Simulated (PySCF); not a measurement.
Molecule: SMILES [Si]([Si](C)(C)Cl)(C)(C)Cl, C₄H₁₂Cl₂Si₂.

Structure with atom numbers: `[CH3:1][Si:2]([CH3:3])([Cl:4])[Si:5]([CH3:6])([CH3:7])[Cl:8]` (H(Xn): hydrogen on atom n).

Geometry PBE0-D3(BJ)/def2-SVP throughout; GIAO in PySCF, gas phase, one conformer, non-relativistic; equivalent atoms averaged; functional PBE0.

Problem. How do the absolute shieldings σ depend on the basis set? (ppm; last column core-seconds on 1 thread of an Arm Neoverse V1, shared host)

Solution. 
```csv
basis set,functions,C1/C3/C6/C7,Si2/Si5,Cl4/Cl8,H(C1)/H(C3)/H(C6)/H(C7),core-s
STO-3G,68,233.1,489.8,1181.9,32.09,12
pcSseg-0,112,190.9,305.8,1034.5,32.28,20
6-31G,112,197.6,386.8,1020.3,32.23,22
6-31G*,152,192.0,374.5,984.7,31.63,27
cc-pVDZ,188,194.0,384.6,986.0,30.83,54
def2-SVP,188,191.4,373.6,992.1,30.89,50
pcSseg-1,224,182.2,322.0,961.8,30.82,58
aug-cc-pVDZ,308,192.8,389.8,971.7,30.89,110
"6-311+G(2d,p)",320,183.8,318.9,942.4,31.03,100
```

Problem. Which nucleus moves most, in ppm?

Solution. Cl4/Cl8 (chlorine bonded to Si): from 942.4 ppm with 6-311+G(2d,p) to 1181.9 ppm with STO-3G. The smallest spread is 1.46 ppm, at H(C1)/H(C3)/H(C6)/H(C7). Proton shifts span only some 12 ppm, so a few tenths of a ppm matter as much there as several ppm in carbon.

Problem. Taking the largest basis, 6-311+G(2d,p) (320 functions), as the yardstick, rank the others by their worst heavy-atom deviation.

Solution. pcSseg-1 19.5 ppm (224 functions), def2-SVP 54.7 ppm (188 functions), 6-31G* 55.6 ppm (152 functions), cc-pVDZ 65.8 ppm (188 functions), aug-cc-pVDZ 71.0 ppm (308 functions), 6-31G 78.0 ppm (112 functions), pcSseg-0 92.1 ppm (112 functions), STO-3G 239.5 ppm (68 functions).

A small basis that lands close on one nucleus may do so by chance; judge by the trend and by all nuclei.
